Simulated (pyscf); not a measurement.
This saddle point was located with ωB97X-D3(BJ)/def2-SVP in PySCF.

```
Ge
H 1 1.5498
H 1 1.5526 2 106.38
H 1 1.7054 2 82.58 3 78.29
As 4 1.9023 1 87.51 2 119.92
H 5 1.5178 4 104.82 1 74.74
H 5 1.5323 6 91.61 4 -71.45
```
Charge 0, spin multiplicity 1.

Surface: singlet, charge 0. Lowest wavenumbers (cm⁻¹): 695i, 226, 270, 407, 633.

Q: What reaction is this the transition state of?

A: `[GeH3][AsH2]` ⇌ `[AsH3]` + `[GeH2]` [singlet], a 1,1-elimination read from left to right: As–Ge, Ge–H broken and As–H formed. At CCSD(T)/def2-TZVPP + ΔMP2(QZVPP) it lies +2.24 eV from the left side and +0.09 eV from the right (each side as separated species at their lowest minima found). On the product side the descent ends in an adduct with a As–Ge contact, 0.38 eV under the separated species and 0.38 eV under the saddle at ωB97X-D3(BJ)/def2-TZVP. What is counted as broken (As–Ge) persists as a longer contact in the product adduct; parting that adduct is a step of its own. At ωB97X-D3(BJ)/def2-TZVP the barrier from the zero used here is 2.38 eV. One saddle was located; it need not be the lowest between these sides. The CCSD(T) − MP2 part came from Ansatz, without density fitting, on the same reference. The frozen core leaves the outer d or s,p core shells of the metals and heavy elements correlated in the MP2 and CC values, and def2-TZVPP describes them poorly, which can shift differences by a few kcal/mol. Elements up to Kr have no core potential and no relativistic terms here.
